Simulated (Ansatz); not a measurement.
Sn₂Se₂ was relaxed with PBE-D4 (def2-SVP) in Ansatz in these states: neutral quintet, neutral singlet, neutral triplet. The geometries follow in no particular order.

In the def2 sets Sn takes a core potential; there is no spin–orbit coupling.

A:

```
atom   x (Å)   y (Å)   z (Å)
 Sn1   1.660   0.007  -0.672
 Sn2  -1.784  -0.030   0.151
 Se3   0.102  -1.980   0.337
 Se4   0.023   2.003   0.184
```

B:

```xyz
4

Sn   -1.612   -0.472    0.451
Sn    1.612    0.472   -0.451
Se    0.728   -1.149    1.401
Se   -0.728    1.149   -1.401
```

C:

Cartesian coordinates in Å:
```
Sn -0.6376 1.5384 -0.4610
Sn 0.7614 -1.5487 -0.0867
Se 1.6419 0.8201 0.6434
Se -1.7657 -0.8098 -0.0957
```

**Question.** Judge from the bond lengths which geometry belongs to which state (an estimate).

**Answer.** A is the neutral quintet (Sn1–Se4 2.719 Å, Sn2–Se3 2.719 Å, Sn2–Se4 2.719 Å); B is the neutral triplet (Sn1–Se4 2.615 Å, Sn2–Se3 2.615 Å, Sn2–Se4 2.615 Å); C is the neutral singlet (Sn1–Se4 2.631 Å, Sn2–Se3 2.630 Å, Sn2–Se4 2.633 Å).
